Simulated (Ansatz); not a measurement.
# Relative stability

The two ends of one reaction step of Ge₄H₁₁ClO, singlet (PBE0-D4/def2-TZVP).

A:

```csv
atom,x (Å),y (Å),z (Å)
Ge1,-0.9287,0.3265,0.3423
Ge2,3.1740,-0.9220,0.2603
Ge3,-0.0016,1.2923,-1.6848
Ge4,-3.3306,-0.0328,0.5348
O5,-0.0429,-1.1989,0.6107
H6,2.6560,0.3381,0.9635
Cl7,-0.4231,1.6426,2.0068
H8,2.5157,-1.0632,-1.1185
H9,2.8848,-2.1635,1.1120
H10,4.6959,-0.7947,0.0674
H11,0.0376,0.2233,-2.7849
H12,1.4035,1.8319,-1.4015
H13,-0.9277,2.4393,-2.1168
H14,-3.6127,-0.7614,1.8574
H15,-3.8238,-0.8912,-0.6403
H16,-4.0494,1.3226,0.5220
H17,-0.2270,-1.5888,1.4698
```

B:

```xyz
17
angstrom
Ge -0.2154 -0.4961 -0.4968
Ge 1.9153 -1.0942 0.5397
Ge -0.0138 1.4300 -1.9689
Ge -1.9773 -0.3511 1.1887
O -0.6366 -1.8327 -1.6330
H 1.3065 1.6340 1.7826
Cl 0.3988 2.5269 1.6056
H 3.0518 -1.1711 -0.4925
H 1.8126 -2.4434 1.2736
H 2.3313 -0.0431 1.5994
H -0.0879 0.9315 -3.4202
H 1.3319 2.1366 -1.7432
H -1.1524 2.4275 -1.7086
H -1.3900 -0.2595 2.6064
H -2.8175 -1.6409 1.0960
H -2.8953 0.8555 0.9434
H -0.9619 -2.6097 -1.1720
```

Program: Ansatz 0.2.0. Basis: def2-TZVPP. Cores are frozen in the correlated methods. Filled d shells of the heavier atoms are correlated. The def2 sets are not built for correlating such inner shells, so the correlated values are less sure here. B3LYP uses VWN-RPA correlation.

(1) Which structure is lower at CCSD(T), and by how much? (An estimate is asked for; the value comes from the calculation.)

No T1 diagnostic of these runs exceeds 0.012.

Answers

(1) By the calculation: A, by 12.94 kcal/mol (electronic energy, against the other). By their contacts, A is a complex of Ge₃H₇ClO ([OH][Ge]([Cl])([GeH3])[GeH3]) + GeH₄ and B is a complex of Ge₄H₁₀O ([OH][Ge]([GeH3])([GeH3])[GeH3]) + HCl.

All methods give the same order:

```csv
method,E(B) − E(A) (kcal/mol)
SPW92,10.18
PBE-D4,11.30
BLYP-D4,12.92
r2SCAN-D4,13.60
B97M-V,16.27
PBE0-D4,12.29
B3LYP-D4,13.62
r2SCAN0-D4,13.77
BHLYP-D4,14.86
CAM-B3LYP-D4,14.82
wB97X-V,14.64
wB97M-V,13.99
B2PLYP,14.63
PBE-QIDH,13.48
RPA on PBE,13.04
HF,20.57
MP2,12.92
CCSD,13.60
CCSD(T),12.94
```

Labels in which every atom is bracketed show which atoms are joined, not bond orders.

For scale, one of the runs: CCSD(T)/def2-TZVPP, 419 basis functions, launched by `ansatz run in.yaml --threads 4 --pin off --events-out ev --progress --plain --max-ram 66560MiB --backend cuda --devices 0, --max-vram 37GiB`. Time: 92 s of wall clock on 4 CPU threads of an AMD EPYC 7R13 and a share of one NVIDIA H100; the host was shared. Peak host memory: 1.1 GiB.
